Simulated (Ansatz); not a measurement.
`C[SiH](F)[SiH2]Cl` → `C[SiH](F)Cl` + `[SiH2]` at 700 K and 1 bar (silylene formation by 1,1-elimination).

Gas-phase electronic energies from Ansatz, PBE0-D4/def2-TZVP geometries. CBS: MP2 limit from def2 TZ/QZ plus the TZ coupled-cluster correction, frozen cores. This one scheme is used for every species. One conformer a species, not always the lowest.

```
            species  CCSD(T)/CBS energy (Eh)  H − E (kJ/mol)  S (J/(mol·K))
`C[SiH](F)[SiH2]Cl`              -1179.51385           265.8          516.4
      `C[SiH](F)Cl`               -889.24457           194.0          410.2
           `[SiH2]`               -290.19011            56.3          240.4
```

H − E and S are ideal-gas, rigid-rotor, harmonic terms from PBE0-D4/def2-TZVP, for one conformer and one mirror image of each species. 1 Eh = 2625.50 kJ/mol, R = 8.31446 J/(mol·K).

**Question.** By hand: ΔE, ΔH, ΔS and ΔG.

**Answer.** ΔE = (-889.24457) + (-290.19011) − (-1179.51385) = 0.07917 Eh = 207.9 kJ/mol. Δ(H − E) = 194.0 + 56.3 − 265.8 = -15.5, so ΔH = 192.4 kJ/mol. ΔS = 410.2 + 240.4 − 516.4 = 134.2 J/(mol·K). ΔG = 192.4 − 700 × (134.2)/1000 = 98.5 kJ/mol.

**Question.** By hand: the equilibrium constant, and the temperature at which ΔG would vanish if ΔH and ΔS stayed fixed.

**Answer.** log₁₀ K = −ΔG/(RT ln 10) = -7.4. ΔG = 0 at ΔH/ΔS = 1434 K.

The number of gas molecules changes by +1, which sets the sign of ΔS. A doubt of 5 kJ/mol in ΔE shifts log₁₀ K by 0.4 here. Other conformers and mirror images would add mixing entropy, several J/(mol·K) or more a flexible species. Modes under 60 cm⁻¹, often nearly free rotors, make the harmonic entropy too high. These are equilibria of isolated gas molecules and say nothing of rates. Largest T1 diagnostic: 0.014 (customary marks: 0.02 for closed shells, 0.045 for open ones).
